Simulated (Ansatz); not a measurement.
Basis sets compared for Cu₃H₃⁺ (the lowest doublet isomer of a short search). Charge 1, multiplicity 2. Geometry r2SCAN-D4/def2-SVP. Ansatz on 4 threads of Arm Neoverse V2 on a shared host; times are rough, and most runs start from earlier orbitals.

```xyz
6

Cu   -0.8754    0.2403   -0.8687
Cu    0.6989    1.1010    0.6534
Cu    0.3037   -1.3618    0.3494
H    -0.4180    1.7251   -0.4713
H    -0.9113   -1.3708   -0.8493
H     1.2021   -0.3337    1.1865
```

No other spin state of charge 1 was run. The structure comes from a short search, and lower isomers may exist.

| level | functions | energy (Eh) | HOMO (eV) | LUMO (eV) | wall time |
| --- | --- | --- | --- | --- | --- |
| PBE-D4/def2-SVP | 108 | -4921.6502 | -11.16 | -10.71 | 2.2 s |
| PBE0-D4/def2-SVP | 108 | -4921.6530 | -12.56 | -9.94 | 3.3 s |

(1) Estimate the rows for PBE-D4/def2-TZVP, PBE0-D4/def2-TZVP.

## Answers

(1) 
```
            level  functions  energy (Eh)  HOMO (eV)  LUMO (eV)  wall time
 PBE-D4/def2-TZVP        153   -4922.3956     -11.46     -11.00      3.4 s
PBE0-D4/def2-TZVP        153   -4922.3723     -12.80     -10.13      4.9 s
```
